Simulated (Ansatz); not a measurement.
`[SH][Ga]([Cl])[Cl]` + CH₃NH₂ → `C[NH][Ga]([SH])[Cl]` + HCl at 600 K and 1 bar (ligand exchange at a Ga–Cl bond).

Isolated molecules relaxed with PBE0-D4/def2-TZVP in Ansatz; ΔE leaves out vibrations. CCSD(T)/CBS is the MP2 limit (def2-TZVPP, def2-QZVPP) plus CCSD(T) − MP2 in def2-TZVPP, frozen cores. This one scheme is used for every species. For Ga outer-core shells are correlated without core-valence functions, which leaves a few kJ/mol of doubt a bond. Scalar relativity is left out up to krypton. Each species was taken in one conformer, which may not be the lowest.

| species | CCSD(T)/CBS energy (Eh) | H − E (kJ/mol) | S (J/(mol·K)) |
| --- | --- | --- | --- |
| `[SH][Ga]([Cl])[Cl]` | -3242.02309 | 78.9 | 413.9 |
| CH₃NH₂ | -95.75281 | 199.3 | 283.8 |
| `C[NH][Ga]([SH])[Cl]` | -2877.36911 | 236.9 | 488.3 |
| HCl | -460.38127 | 35.4 | 207.2 |

H − E and S are ideal-gas, rigid-rotor, harmonic terms from PBE0-D4/def2-TZVP, for one conformer and one mirror image of each species. 1 Eh = 2625.50 kJ/mol, R = 8.31446 J/(mol·K).

Question: By hand: ΔE, ΔH, ΔS and ΔG.

Answer: ΔE = (-2877.36911) + (-460.38127) − (-3242.02309) − (-95.75281) = 0.02552 Eh = 67.0 kJ/mol. Δ(H − E) = 236.9 + 35.4 − 78.9 − 199.3 = -5.9, so ΔH = 61.1 kJ/mol. ΔS = 488.3 + 207.2 − 413.9 − 283.8 = -2.2 J/(mol·K). ΔG = 61.1 − 600 × (-2.2)/1000 = 62.4 kJ/mol.

Question: By hand: the equilibrium constant, and the temperature at which ΔG would vanish if ΔH and ΔS stayed fixed.

Answer: log₁₀ K = −ΔG/(RT ln 10) = -5.4. ΔH and −TΔS have one sign here, so there is no such temperature.

The number of gas molecules stays the same, so ΔS is small and ΔH decides. A doubt of 5 kJ/mol in ΔE shifts log₁₀ K by 0.4 here. Other conformers and mirror images would add mixing entropy, several J/(mol·K) or more a flexible species. These are equilibria of isolated gas molecules and say nothing of rates. Largest T1 diagnostic: 0.012 (customary marks: 0.02 for closed shells, 0.045 for open ones).

ΔS is within the doubt of such terms, so its sign, and with it that verdict, could turn.
